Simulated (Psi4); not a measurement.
Cu (SMILES [Cu+]), charge +1, singlet; BHHLYP/def2-SVP, TDDFT (Psi4 1.11).

Here is a job for Psi4.
```
memory 2 GB

molecule {
1 1
  Cu    0.00000000    0.00000000    0.00000000
symmetry c1
}

set basis def2-svp
set puream true
set save_jk true
set tdscf_states [5]
set tdscf_tda false
set d_convergence 1e-8

energy('td-bhhlyp')
print_variables()
```

What the program printed (banner, timings and long lists left out):

```
   => Loading Basis Set <=

    Name: DEF2-SVP
    Role: ORBITAL
    Keyword: BASIS

         ---------------------------------------------------------
                                   SCF
               by Justin Turney, Rob Parrish, Andy Simmonett
                          and Daniel G. A. Smith
                              RKS Reference
         ---------------------------------------------------------

  ==> Geometry <==

    Molecular point group: c1
    Geometry (in Angstrom), charge = 1, multiplicity = 1:

       Center              X                  Y                   Z               Mass
    ------------   -----------------  -----------------  -----------------  -----------------
         CU           0.000000000000     0.000000000000     0.000000000000    62.929597720000

  Running in c1 symmetry.

  Rotational constants: A = ************  B = ************  C = ************ [cm^-1]
  Rotational constants: A = ************  B = ************  C = ************ [MHz]
  Nuclear repulsion =    0.000000000000000

  Charge       = 1
  Multiplicity = 1
  Electrons    = 28
  Nalpha       = 14
  Nbeta        = 14

  ==> Algorithm <==

  SCF Algorithm Type is DF.
  DIIS enabled.
  MOM disabled.
  Fractional occupation disabled.
  Guess Type is CORE.
  Energy threshold   = 1.00e-06
  Density threshold  = 1.00e-08
  Integral threshold = 1.00e-12

  ==> Primary Basis <==

  Basis Set: DEF2-SVP
    Blend: DEF2-SVP
    Number of shells: 11
    Number of basis functions: 31
    Number of Cartesian functions: 36
    Spherical Harmonics?: true
    Max angular momentum: 3

  ==> DFT Potential <==

   => LibXC <=

    Version 7.1.2
    S. Lehtola, C. Steigemann, M. J. T. Oliveira, and M. A. L. Marques,  SoftwareX 7, 1–5 (2018) (10.1016/j.softx.2017.11.002)

   => Composite Functional: BHANDHLYP <=

    BHandHLYP Hyb-GGA Exchange-Correlation Functional

    A. D. Becke,  J. Chem. Phys. 98, 1372 (1993) (10.1063/1.464304)
    Defined through Gaussian implementation.

    Deriv               =              1
    GGA                 =           TRUE
    Meta                =          FALSE

    Exchange Hybrid     =           TRUE
    MP2 Hybrid          =          FALSE

   => Exchange Functionals <=

    0.5000         Becke 88

   => Exact (HF) Exchange <=

    0.5000               HF

   => Correlation Functionals <=

    1.0000   Lee, Yang & Parr

   => LibXC Density Thresholds  <==

    XC_HYB_GGA_XC_BHANDHLYP:  1.00E-15

   => Molecular Quadrature <=

[...]
  @DF-RKS Final Energy: -1639.92370987683398
    Total Energy =                      -1639.9237098768337546
[...]
     4        A->A (1 A)       0.13239         3.60239        -1639.79132      0.0000          0.0000          0.0000          0.0000
     5        A->A (1 A)       0.13239         3.60239        -1639.79132      0.0000          0.0000          0.0000          0.0000

Contributing excitations and de-excitations
Only contributions with abs(coeff) > 1.00e-01 will be printed:

Excited State    1 (1 A):   0.13239 au   344.17 nm f = 0.0000
  Sums of squares: Xssq =  1.001040e+00; Yssq =  1.040418e-03; Xssq - Yssq =  1.000000e+00
     13a  ->  15a    -0.309653 ( 9.588%)
     14a  ->  15a    -0.944223 (89.156%)
     14a  ->  19a    -0.110537 ( 1.222%)

Excited State    2 (1 A):   0.13239 au   344.17 nm f = 0.0000
  Sums of squares: Xssq =  1.001040e+00; Yssq =  1.040418e-03; Xssq - Yssq =  1.000000e+00
     11a  ->  15a    -0.993679 (98.740%)
     11a  ->  19a    -0.116327 ( 1.353%)

Excited State    3 (1 A):   0.13239 au   344.17 nm f = 0.0000
  Sums of squares: Xssq =  1.001040e+00; Yssq =  1.040418e-03; Xssq - Yssq =  1.000000e+00
     13a  ->  15a    -0.944203 (89.152%)
     13a  ->  19a    -0.110535 ( 1.222%)
     14a  ->  15a     0.309641 ( 9.588%)

Excited State    4 (1 A):   0.13239 au   344.17 nm f = 0.0000
  Sums of squares: Xssq =  1.001040e+00; Yssq =  1.040418e-03; Xssq - Yssq =  1.000000e+00
     12a  ->  15a    -0.993701 (98.744%)
     12a  ->  19a    -0.116329 ( 1.353%)

Excited State    5 (1 A):   0.13239 au   344.17 nm f = 0.0000
  Sums of squares: Xssq =  1.001040e+00; Yssq =  1.040418e-03; Xssq - Yssq =  1.000000e+00
     10a  ->  15a    -0.993702 (98.744%)
     10a  ->  19a    -0.116329 ( 1.353%)

******************************************************************************************
**********                               WARNING                                **********
**********       The names of excited state variables changed between 1.5       **********
**********     and 1.6. For a quick solution, remove the symmetry specifier     **********
**********   from the variable name. For full details, see 'Notes on Psivars'   **********
**********                        in the documentation.                         **********
******************************************************************************************

  Variable Map:
  ----------------------------------------------------------------------------
[...]
  Array Variable Map:
  ----------------------------------------------------------------------------
[...]
[...]
```
